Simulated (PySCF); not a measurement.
An element was calculated at PBE (PySCF 2.14, spin-free X2C, a triple-zeta basis, no spin-orbit coupling), in the ground configurations that NIST lists.

| Property | Result |
| --- | --- |
| first ionisation energy | 5.968 eV |
| second ionisation energy | 11.955 eV |
| third ionisation energy | 24.207 eV |

Problem. Which element is it?

Solution. Holmium (Ho, Z = 67), in x2c-TZVPPall. NIST lists 6.021, 11.781 ± 0.02, 22.79 ± 0.03 eV for these ionisation energies.
